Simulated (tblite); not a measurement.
Compound: C7H9NOS.
SMILES with atom numbers: `[CH3:1][S:2][c:3]1[cH:4][cH:5][c:6]([CH:7]=[O:8])[n:9]1[CH3:10]` (hydrogens: H11, H12, H13 on C1; H14 on C4; H15 on C5; H16 on C7; H17, H18, H19 on C10)

Geometry (GFN2-xTB, Å), atoms numbered from 1 in this order:
```xyz
19
C7H9NOS angstrom
C      3.2911   -0.2641    0.3815
S      1.7686   -1.1918    0.7103
C      0.5713   -0.0637    0.1210
C      0.7052    1.2239   -0.3862
C     -0.5747    1.6566   -0.7071
C     -1.4684    0.6330   -0.3935
C     -2.8880    0.6492   -0.5719
O     -3.6797   -0.2380   -0.3163
N     -0.7303   -0.4141    0.1141
C     -1.2335   -1.6755    0.5824
H      3.2975    0.6483    0.9699
H      4.1104   -0.9082    0.6852
H      3.3604   -0.0465   -0.6798
H      1.6157    1.7751   -0.5048
H     -0.8381    2.6083   -1.1250
H     -3.2391    1.6097   -0.9976
H     -0.7099   -2.4927    0.0821
H     -2.2988   -1.7305    0.3699
H     -1.0696   -1.7697    1.6583
```

Structure optimised with GFN2-xTB, isolated species.

Masses are those of the commonest isotopes; rigid-rotor values at the optimised geometry. The values belong to one conformer with, in the numbering `[CH3:1][S:2][c:3]1[cH:4][cH:5][c:6]([CH:7]=[O:8])[n:9]1[CH3:10]`, C1–S2–C3–C4 -4°, C5–C6–C7–O8 179°.

Q: Give the principal moments of inertia and the rotational constants in GHz.

A: Ia = 183.06, Ib = 699.45, Ic = 875.80 u·Å²; 505379 MHz·u·Å²/I gives 2761, 722.5 and 577.1 MHz, that is A = 2.7607, B = 0.7225, C = 0.5771 GHz.

Q: What kind of rotor is it?

A: An asymmetric top. Ray's parameter κ = (2B − A − C)/(A − C) = -0.867; −1 is the prolate and +1 the oblate limit.

Q: What does the inertial defect say?

A: Not planar: Δ = Ic − Ia − Ib = -6.71 u·Å². For a rigid frame Δ = −2 Σ m c², so Σ m c² = 3.36 u·Å² lies off the ab plane: 3.22 from hydrogen and 0.13 from heavier atoms. The atom farthest from that plane is 0.98 Å away.

Q: List the rotational levels J(Ka,Kc) to J = 4 (MHz).

A: Above 0(0,0):
J = 1: 1(0,1) 1300, 1(1,1) 3338, 1(1,0) 3483
J = 2: 2(0,2) 3891, 2(1,2) 5791, 2(1,1) 6228, 2(2,1) 12342, 2(2,0) 12350
J = 3: 3(0,3) 7760, 3(1,3) 9467, 3(1,2) 10340, 3(2,2) 16241, 3(2,1) 16279, 3(3,1) 26800, 3(3,0) 26801
J = 4: 4(0,4) 12885, 4(1,4) 14360, 4(1,3) 15814, 4(2,3) 21434, 4(2,2) 21545, 4(3,2) 32013, 4(3,1) 32015, 4(4,1) 46777, 4(4,0) 46777

Its GFN2-xTB frequencies are all real (lowest 40 cm⁻¹). Constants of a rigid frame at the computed geometry: no zero-point averaging, no centrifugal distortion.
